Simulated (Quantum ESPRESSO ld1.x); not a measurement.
The numbers below are computed, except where a source is named.
Input (ld1.x (Quantum ESPRESSO 7.5)):

```
 &input
    atom='Co',
    iswitch=1,
    rel=0,
    lsd=1,
    dft='SLA-VWN',
    config='[Ar] 3d6 4s0 4p0 4d0 4f0',
    verbosity='high',
    prefix='ld1',
    max_out_wfc=37,
    file_charge='ld1.rho',
 /
```

Command: `OMP_NUM_THREADS=1 ld1.x < ld1.in > ld1.out`

It prints:

```
     Program LD1 v.7.5 starts

     --------------------------- All-electron run ----------------------------

     atomic number is 27.00
     dft =SLA-VWN   lsd =1 sic =0 latt =0  beta=0.20 tr2=1.0E-14
     Exchange-correlation= SLA-VWN
                           (   1   2   0   0   0   0   0)
     mesh =1863 r(mesh) =  99.50055 a.u. xmin = -7.00 dx = 0.00800
     1 Ry =  13.60569312 eV

     n l     nl                  e(Ry)          e(Ha)          e(eV)
     1 0     1S 1( 1.00)    -554.076463341    -277.038231671  -7538.5943269
     2 0     2S 1( 1.00)     -67.697727748     -33.848863874   -921.0745089
     2 1     2P 1( 3.00)     -59.220087938     -29.610043969   -805.7303432
     3 0     3S 1( 1.00)     -10.251185986      -5.125592993   -139.4744907
     3 1     3P 1( 3.00)      -7.707241846      -3.853620923   -104.8623674
     3 2     3D 1( 5.00)      -3.487113569      -1.743556785    -47.4445971
     4 0     4S 1( 0.00)      -2.397760222      -1.198880111    -32.6231898
     4 1     4P 1( 0.00)      -1.840971488      -0.920485744    -25.0476931
     4 2     4D 1( 0.00)      -1.072186004      -0.536093002    -14.5878337
     4 3     4F 1( 0.00)      -0.619272085      -0.309636043     -8.4256260
     1 0     1S 2( 1.00)    -554.074751617    -277.037375808  -7538.5710377
     2 0     2S 2( 1.00)     -67.513984083     -33.756992042   -918.5745489
     2 1     2P 2( 3.00)     -59.080434643     -29.540217321   -803.8302633
     3 0     3S 2( 1.00)      -9.908284871      -4.954142435   -134.8090833
     3 1     3P 2( 3.00)      -7.371378232      -3.685689116   -100.2927101
     3 2     3D 2( 1.00)      -3.169311837      -1.584655919    -43.1206843
     4 0     4S 2( 0.00)      -2.291355505      -1.145677752    -31.1754798
     4 1     4P 2( 0.00)      -1.759032796      -0.879516398    -23.9328604
     4 2     4D 2( 0.00)      -1.030720997      -0.515360498    -14.0236736
     4 3     4F 2( 0.00)      -0.610922596      -0.305461298     -8.3120254

     final scf error:  5.4E-15 reached in  36 iterations

     Etot =   -2755.913515 Ry,   -1377.956757 Ha,  -37496.113556 eV
     Total magnetization:    4.00 Bohr mag.

     Ekin =    2752.855376 Ry,    1376.427688 Ha,   37454.505458 eV
     Encl =   -6505.263718 Ry,   -3252.631859 Ha,  -88508.621834 eV
     Eh   =    1107.696731 Ry,     553.848365 Ha,   15070.981792 eV
     Exc  =    -111.201903 Ry,     -55.600952 Ha,   -1512.978972 eV

     normalization and overlap integrals

     s(1S/1S) =  1.000000  <r> =   0.0570  <r2> =    0.0044  r(max) =   0.0376
     s(1S/2S) = -0.000000
     s(1S/3S) =  0.000000
     s(1S/4S) =  0.000000
     s(2S/2S) =  1.000000  <r> =   0.2595  <r2> =    0.0794  r(max) =   0.2170
     s(2S/3S) =  0.000000
     s(2S/4S) =  0.000000
     s(2P/2P) =  1.000000  <r> =   0.2267  <r2> =    0.0631  r(max) =   0.1735
     s(2P/3P) = -0.000000
     s(2P/4P) =  0.000000
     s(3S/3S) =  1.000000  <r> =   0.7775  <r2> =    0.6970  r(max) =   0.6758
     s(3S/4S) = -0.000000
     s(3P/3P) =  1.000000  <r> =   0.8076  <r2> =    0.7667  r(max) =   0.6758
     s(3P/4P) =  0.000000
     s(3D/3D) =  1.000000  <r> =   0.9248  <r2> =    1.0765  r(max) =   0.6493
     s(3D/4D) = -0.000000
     s(4S/4S) =  1.000000  <r> =   2.1659  <r2> =    5.2922  r(max) =   1.9429
     s(4P/4P) =  1.000000  <r> =   2.4631  <r2> =    6.8797  r(max) =   2.1731
     s(4D/4D) =  1.000000  <r> =   3.4057  <r2> =   13.3080  r(max) =   3.0167
     s(4F/4F) =  1.000000  <r> =   5.0953  <r2> =   29.4100  r(max) =   4.4290
     s(1S/1S) =  1.000000  <r> =   0.0570  <r2> =    0.0044  r(max) =   0.0376
     s(1S/2S) = -0.000000
     s(1S/3S) =  0.000000
     s(1S/4S) =  0.000000
     s(2S/2S) =  1.000000  <r> =   0.2591  <r2> =    0.0791  r(max) =   0.2170
     s(2S/3S) = -0.000000
     s(2S/4S) =  0.000000
     s(2P/2P) =  1.000000  <r> =   0.2263  <r2> =    0.0628  r(max) =   0.1735
     s(2P/3P) = -0.000000
     s(2P/4P) =  0.000000
     s(3S/3S) =  1.000000  <r> =   0.7811  <r2> =    0.7040  r(max) =   0.6758
     s(3S/4S) =  0.000000
     s(3P/3P) =  1.000000  <r> =   0.8135  <r2> =    0.7790  r(max) =   0.6812
     s(3P/4P) = -0.000000
     s(3D/3D) =  1.000000  <r> =   0.9542  <r2> =    1.1561  r(max) =   0.6545
     s(3D/4D) = -0.000000
     s(4S/4S) =  1.000000  <r> =   2.2234  <r2> =    5.5786  r(max) =   1.9742
     s(4P/4P) =  1.000000  <r> =   2.5443  <r2> =    7.3384  r(max) =   2.2438
     s(4D/4D) =  1.000000  <r> =   3.5546  <r2> =   14.4763  r(max) =   3.1650
     s(4F/4F) =  1.000000  <r> =   5.2296  <r2> =   30.8601  r(max) =   4.5730

     ------------------------ End of All-electron run ------------------------
```

Run on one thread of a shared host, so times are rough (Intel(R) Xeon(R) Processor @ 2.60GHz): 0.66 s of CPU time, 0.71 s wall, 36 iterations on 1863 mesh points.
